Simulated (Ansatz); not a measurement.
Relaxation of C₂H₃AgFN (8 atoms, charge 0, multiplicity 1), to a largest force component of 0.02 eV/Å in at most 50 steps.

The calculation used Ansatz, RKS PBE0-D4/def2-SVP.

```xyz
8
Properties=species:S:1:pos:R:3
C 0.162 -1.518 0.832
C 0.094 -0.247 0.190
N 0.046 0.780 -0.324
Ag -0.255 2.453 -1.340
F -0.583 4.064 -2.348
H -0.026 -1.399 1.899
H 1.152 -1.950 0.685
H -0.737 -0.864 -0.154
```

**Question.** Where does it end, and by what steps?

**Answer.** The forces met the threshold. The force dipped under the threshold on the way, but the program's further checks kept it going. After 11 steps the energy has fallen by 4.428 eV; H8 moved furthest, 1.34 Å. Parted: C2–H8 (1.09 → 2.09 Å). Joined: C1–H8 (1.49 → 1.10 Å).

| step | energy less start (eV) | largest force component (eV/Å) | accepted |
| --- | --- | --- | --- |
| 0 | 0.0000 | 4.360 | yes |
| 1 | -1.1394 | 3.616 | yes |
| 2 | -2.1538 | 5.307 | yes |
| 3 | -3.1748 | 5.071 | yes |
| 4 | -3.9429 | 1.670 | yes |
| 5 | -4.2523 | 0.978 | yes |
| 6 | -4.3752 | 0.616 | yes |
| 7 | -4.4239 | 0.091 | yes |
| 8 | -4.4274 | 0.037 | yes |
| 9 | -4.4273 | 0.290 | no |
| 10 | -4.4278 | 0.013 | yes |
| 11 | -4.4281 | 0.007 | yes |

```xyz
8
Properties=species:S:1:pos:R:3
C 0.118 -1.389 0.764
C 0.006 -0.118 0.082
N -0.083 0.895 -0.462
Ag -0.240 2.687 -1.422
F -0.391 4.395 -2.342
H -0.019 -1.246 1.846
H 1.112 -1.824 0.583
H -0.651 -2.081 0.392
```

The run took 26 s on 2 threads of AMD EPYC 9R14 (Zen 4), with other jobs on the host, peak memory 0.24 GiB.
